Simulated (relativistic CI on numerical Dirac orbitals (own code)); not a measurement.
## Spin-allowed bands of a d8 ion in an octahedral site, by hand

Problem. A d8 ion in an octahedral site has a 3A2 ground term and spin-allowed bands at ν1 = 7300 and ν2 = 12261 cm⁻¹ (from a computed ligand-field model). Find Δ and the Racah parameter B, and predict the third band.

Working.
1. The F term splits into A2 (−1.2Δ), T2 (−0.2Δ) and T1 (+0.6Δ), so ν1 = E(T2) − E(A2) = Δ = 7300 cm⁻¹.
2. T1(F) mixes with T1(P), which lies at 15B, through an element 0.4Δ. The two roots, counted from A2, are ν2,3 = ½(15B + 3Δ) ∓ ½√[(15B − Δ)² + 12BΔ].
3. Solving the lower root for B gives B = (2ν1² + ν2² − 3ν1ν2)/(15ν2 − 27ν1) = -11603779/-13185 = 880 cm⁻¹.
4. The sum of the roots is 15B + 3Δ, so ν3 = 15B + 3ν1 − ν2 = 22840 cm⁻¹ (438 nm).

Check. The bands were computed by exact diagonalisation of the d8 shell with B = 880 and Δ = 7300 cm⁻¹, which gives ν3 = 22839 cm⁻¹. C does not enter the terms of highest spin.
